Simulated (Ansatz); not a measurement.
`C[NH][GeH2][F]` → `[CH2]` (triplet) + `[NH2][GeH2][F]`  (formal loss of a carbene)

Gas-phase electronic energies from Ansatz, PBE0-D4/def2-TZVP geometries. CCSD(T)/CBS adds triple-zeta CCSD(T) − MP2 to the extrapolated MP2 energy (def2 sets, frozen cores). This one scheme is used for every species. DFT in def2-TZVPP. Triplets are unrestricted, without spin–orbit coupling. For Ge outer-core shells are correlated without core-valence functions, which leaves a few kJ/mol of doubt a bond. Scalar relativity is left out up to krypton. One conformer a species, not always the lowest.

| level | ΔE (eV) |
| --- | --- |
| B97M-V | 4.08 |
| r2SCAN0 | 3.79 |
| HF/def2-SVP | 2.75 |
| HF/CBS(def2) | 2.61 |

Problem. What does CCSD(T)/CBS give? (An estimate is asked.)

Solution. The calculation gave: +4.09 eV. The listed levels differ from it by -0.01, -0.30, -1.34, -1.48 eV.

Largest T1 diagnostic among the species: 0.011.

At CCSD(T), def2-SVP lies −0.09 eV from the extrapolated value and def2-TZVPP −0.11 eV. From BLYP to BHLYP (50 % exact exchange), in def2-TZVPP and without D4, ΔE moves by −0.07 eV. Leaving LDA and LC-ωPBE aside and taking each functional with its dispersion term where it has one, the values, not all of them listed here, spread over 0.41 eV, from r2SCAN0-D4 to ωB97X-V. LDA lies +0.75 eV from PBE without D4.
